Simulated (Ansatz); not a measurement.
Two isomers of C2H8S2Si: A = `CS[SiH](C)S`, B = `CSC([SiH3])S`.

Gas-phase electronic energies from Ansatz, PBE0-D4/def2-TZVP geometries. CCSD(T)/CBS adds triple-zeta CCSD(T) − MP2 to the extrapolated MP2 energy (def2 sets, frozen cores). Functionals use def2-TZVPP. B3LYP here is the variant with VWN-RPA as its local correlation; programs differ in this. Each species was taken in one conformer, which may not be the lowest.

Which is lower in electronic energy at CCSD(T)/CBS, and by how much? (Estimate.)

The calculation gave: A, by 231.3 kJ/mol.

Give E(B) − E(A) in kJ/mol with CCSD(T)/def2-TZVPP, ωB97M-V, B2PLYP, B3LYP, PBE-D4, PBE0-D4, CCSD/def2-TZVPP. (An estimate is asked.)

The calculation gave: CCSD(T)/def2-TZVPP 229.1, ωB97M-V 233.7, B2PLYP 232.9, B3LYP 232.5, PBE-D4 229.9, PBE0-D4 236.7, CCSD/def2-TZVPP 231.5. None reverses the order clearly.

Largest T1 diagnostic: 0.011.

From PBE to PBE0 (25 % exact exchange), in def2-TZVPP and without D4, E(B) − E(A) moves by +6.4 kJ/mol. In def2-TZVPP, CCSD(T) changes the Hartree–Fock value by −10.9 kJ/mol (the triples alone add −2.4 kJ/mol) and MP2 by −5.9 kJ/mol.
